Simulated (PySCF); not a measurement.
## MTa cations for M along the halogens

MP2 with triple-zeta basis sets in PySCF, for the lowest determinant that a PBE0 search found; no spin–orbit coupling. De refers to high-spin ground-configuration atoms (the charge goes to the atom of lower measured ionisation energy or higher electron affinity, which is not always the lowest computed limit).

```csv
M,basis,"reference, frozen orbitals",charged atom,state (unpaired electrons),Re (Å),ωe (cm⁻¹),De (eV)
F,def2-TZVPPD,"UHF, 1",Ta+,"quartet (σ ↑, δ ↑↑)",1.772,815,n/a
Cl,def2-TZVPPD,"UHF, 5",Ta+,"quartet (σ ↑, δ ↑↑)",2.156,496,n/a
Br,def2-TZVPPD,"UHF, 9",Ta+,"quartet (σ ↑, δ ↑↑)",2.294,340,n/a
```

The shortest bond is that of TaF⁺ (1.772 Å), the longest that of TaBr⁺ (2.294 Å).

Down a group the atoms grow and get heavier, so bonds lengthen and wavenumbers fall; this series shows no clear exception.

Correlated steps freeze the inner cores (1 to 9 orbitals); shallow outer-core shells are correlated. Spin–orbit coupling is left out, which matters for elements this heavy, above all for dissociation energies. The state is the lowest single determinant that the PBE0 search found; with open d or f shells the true ground state can be another one.
